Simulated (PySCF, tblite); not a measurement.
C3H11BP2.
SMILES: `C=C[B@-]([PH3+])(C)P`

Jobs on this species (17 atoms, 64 electrons) with PySCF (density fitting) and tblite. Hardware of each: one thread, Arm Neoverse V2 (aarch64) (shared host). Times come from a shared host and carry two figures at best.

Problem. Rank these jobs by wall time, shortest first.
A. PBE0/pcSseg-1; shieldings, charges and field gradients; 171 basis functions
B. GFN2-xTB; L-BFGS relaxation
C. B3LYP/def2-SVPD; 8 singlets by full TDDFT, 3 Tamm–Dancoff triplets, polarisability; 216 basis functions

Solution. B (0.78 s), A (22 s), C (36 s).

All jobs:

```csv
level and settings,work,basis functions,SCF cycles,wall time
GFN2-xTB,L-BFGS relaxation,–,–,0.78 s
PBE0/pcSseg-1,"shieldings, charges and field gradients",171,14,22 s
B3LYP/def2-SVPD,"8 singlets by full TDDFT, 3 Tamm–Dancoff triplets, polarisability",216,14,36 s
```

Problem. What do all jobs in the table cost together?

Solution. About 59 s; the longest takes about 61 % of that, and about 46 times as long as the shortest.
